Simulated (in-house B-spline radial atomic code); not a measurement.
**Ionising Li with different functionals**

Computed with an all-electron radial atomic-structure program (B-spline basis): non-relativistic Hamiltonian, point nucleus, spin-polarised at highest spin, spherical fractional occupations for the functionals, and exact exchange of hybrids averaged over the configuration. The ionisation energy is the difference of two self-consistent energies, [He] 2s1 → 1s2, without Breit or QED terms; ε is the level of the shell that loses the electron (its least bound occupied spin orbital).

```tsv
method	rung	ΔSCF (eV)	-ε(2s) (eV)
PBE0	global hybrid	5.57	3.83
B3LYP	global hybrid	5.63	3.65
TPSSh	global hybrid	5.50	3.44
M06-2X	global hybrid	5.47	4.23
BHandHLYP	global hybrid	5.52	4.24
r2SCAN0	global hybrid	5.42	3.81
B97-1	global hybrid	5.48	3.62
HSE06	range-separated hybrid	5.56	3.46
wB97X	range-separated hybrid	5.32	5.31
CAM-B3LYP	range-separated hybrid	5.60	4.65
LC-wPBE	range-separated hybrid	5.58	5.60
```

(1) Among the functionals, which spreads more, the ΔSCF values or the orbital energies?

(2) How do they compare with the NIST value?

Answers

(1) The orbital energies: ΔSCF values span about 0.31 eV and the orbital energies 2.17 eV; here energy differences depend much less on the functional than eigenvalues do.

(2) NIST lists 5.392 eV (measured, ground level to ground level). Errors run from -0.07 to +0.24 eV; r2SCAN0 is closest (+0.02 eV), but part of that can be cancellation, since the calculations leave out relativity, Breit-QED terms.
